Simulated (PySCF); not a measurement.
SMILES C([CH2][GeH3])SC, GFN2-xTB optimised geometry.

```
15

C      1.65    -2.02     0.00
S     -0.16    -2.02     0.00
C     -0.48    -0.22     0.00
C     -0.25     0.43     1.35
Ge    -0.62     2.37     1.29
H      2.03    -1.60     0.93
H      2.01    -1.44    -0.85
H      1.96    -3.05    -0.09
H     -1.52    -0.12    -0.30
H      0.15     0.22    -0.77
H     -0.88    -0.04     2.10
H      0.79     0.28     1.67
H     -2.03     2.64     0.88
H     -0.39     3.01     2.62
H      0.27     3.05     0.30
```

Density from PySCF 2.14.0 with CAM-B3LYP/def2-TZVP at that geometry.

Minimum of the electron density along straight lines between bonded atoms, close to the bond critical point (lines longer than 1.1 times the sum of covalent radii, or with two minima, are not listed):

```tsv
bond	length / Å	ρ at the minimum / e bohr⁻³	∇²ρ there / e bohr⁻⁵	position (fraction from the first atom)
C1–S2	1.815	0.183	-0.31	0.47
S2–C3	1.827	0.180	-0.30	0.53
C3–C4	1.514	0.253	-0.64	0.51
C4–Ge5	1.975	0.125	0.07	0.53
C1–H6	1.087	0.283	-0.99	0.65
C1–H7	1.087	0.282	-0.98	0.65
C1–H8	1.085	0.283	-0.99	0.65
C3–H9	1.090	0.283	-0.99	0.65
C3–H10	1.091	0.282	-0.98	0.64
C4–H11	1.092	0.278	-0.95	0.64
C4–H12	1.092	0.277	-0.94	0.64
Ge5–H13	1.493	0.143	0.09	0.60
Ge5–H14	1.494	0.143	0.09	0.60
Ge5–H15	1.495	0.142	0.10	0.60
```
